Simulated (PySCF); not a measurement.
## Excitation energy of Al by level of theory

Al [Ne] 3s2 3p1 (2P) → Al [Ne] 3s1 3p1 3d1 (high-spin determinant), as a difference of total energies. Calculation: PySCF 2.14, in dyall-av3z (19s12p3d2f, 84 functions); the spin-free X2C one-electron Hamiltonian (Gaussian nucleus). Correlated levels: valence: [Ne] frozen; virtual orbitals above 40 to 60 times the deepest correlated orbital energy dropped. The calculations carry no spin-orbit coupling.

| method | excitation energy (eV) |
| --- | --- |
| UHF | 7.673 |
| LDA | 8.501 |
| PBE | 8.345 |
| PBE0 | 8.400 |
| r2SCAN | 8.241 |
| BHandHLYP | 8.745 |
| TPSSh | 8.430 |
| wB97M-V | 8.922 |
| TPSS | 8.390 |
| MP2 (valence) | 8.478 |
| SCS-MP2 (valence) | 8.750 |

Q: How much does correlation contribute at MP2 (valence)?

A: 8.478 − (7.673) = 0.805 eV, measured against UHF.

The upper state lies above the first ionisation limit, but in LS coupling its spin forbids autoionisation to the ground ion.

The promoted electron is Rydberg-like, and one or two diffuse shells describe it only roughly, which tends to raise the upper state.

The determinant of the upper state mixes LS terms, which raises its energy above the lowest term, most at the Hartree-Fock and MP2 levels.
